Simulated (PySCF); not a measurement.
Run record: geometry optimisation, trans-NiI2(PH3)2 (`[PH3]->[Ni](<-[PH3])([I])[I]`) [triplet].

Method: PBE0-D3(BJ)/def2-SVP geometry optimisation, gas phase, def2 core potentials past Kr (PySCF 2.14.0). Start geometry: GFN2-xTB. A driver script takes a list of jobs; this job's settings line and coordinates (Å) are shown.

Command:
```bash
OMP_NUM_THREADS=1 python probes_run.py task.json out
```

Input:
```
{"job": {"xc": "PBE0", "basis": "def2-SVP", "d3": "d3bj", "grid": 1, "maxiter": 40, "shake": 0.03, "kind": "geom"}, "charge": 0, "multiplicity": 3}
Ni     0.109290    -0.076710     0.009740
I      2.550660    -0.020970     0.034370
P     -0.055390     2.352650     0.148420
H     -0.922620     3.137960     0.674130
H     -0.148340     2.795040    -1.159790
H      1.034860     3.230790     0.484350
I     -2.447410    -0.013110    -0.003970
P      0.062730    -2.341790    -0.206650
H     -1.017280    -3.132720    -0.614390
H     -0.104960    -2.803240     1.151430
H      1.036520    -3.213410    -0.486740
```

Output:
```
step   0  E = -2789.23271970  max force = 0.069590
step   1  E = -2789.25342603  max force = 0.011653
step   2  E = -2789.25403637  max force = 0.006418
step   3  E = -2789.25582545  max force = 0.004101
step   4  E = -2789.25619798  max force = 0.001682
step   5  E = -2789.25642285  max force = 0.001477
step   6  E = -2789.25645376  max force = 0.001221
step   7  E = -2789.25647539  max force = 0.000503
step   8  E = -2789.25647878  max force = 0.000230
optimisation converged
```

Energies in Eh; «max force» is the largest Cartesian gradient component in Eh/bohr.

Problem. How much energy does the optimisation release, in kJ/mol?

Solution. E(step 0) − E(last step) = 0.023759 Eh, which is 62.4 kJ/mol.

Problem. Give the first gradient maximum in eV/Å.

Solution. With 1 Eh/bohr = 51.422 eV/Å, 3.578 eV/Å.

Summary of the converged run: final energy -2789.25648 Eh after 8 steps; dipole 0.17 D.

Problem. Estimate the wall time. Hardware: one thread, Arm Neoverse V2 (aarch64), shared host with 32 logical CPUs at a one-minute load of 10. And the peak memory of the process?

Solution. About 6.9 min, with 0.75 GiB resident at the peak, the Python interpreter and its libraries included.
Labels such as C1 count atoms from 1, the log's own numbers from 0.
